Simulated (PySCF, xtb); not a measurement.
Be(I)(NMe2) (C2H6BeIN), SMILES C[N](C)[Be][I]. The values are those of a single conformer.

Harmonic wavenumbers (cm⁻¹) from xtb with GFN2-xTB at its own minimum, in rising order: 54, 126, 200, 221, 227, 243, 348, 463, 926, 1056, 1091, 1116, 1139, 1171, 1350, 1418, 1431, 1482, 1491, 1499, 1510, 2896, 2898, 2921, 2928, 3021, 3023.

Problem. What does PBE0-D3(BJ)/def2-SVP run with PySCF 2.14.0 give at its own minimum? (Estimate from the structure and the level; the computed values follow.)

Solution. 78, 128, 231, 234, 242, 358, 363, 436, 941, 1089, 1102, 1142, 1166, 1245, 1411, 1429, 1447, 1454, 1459, 1478, 1519, 2990, 2994, 3051, 3060, 3127, 3127. Paired by order, the mean absolute difference is 47 cm⁻¹ and the zero-point energies are 51.8 and 53.3 kcal/mol.
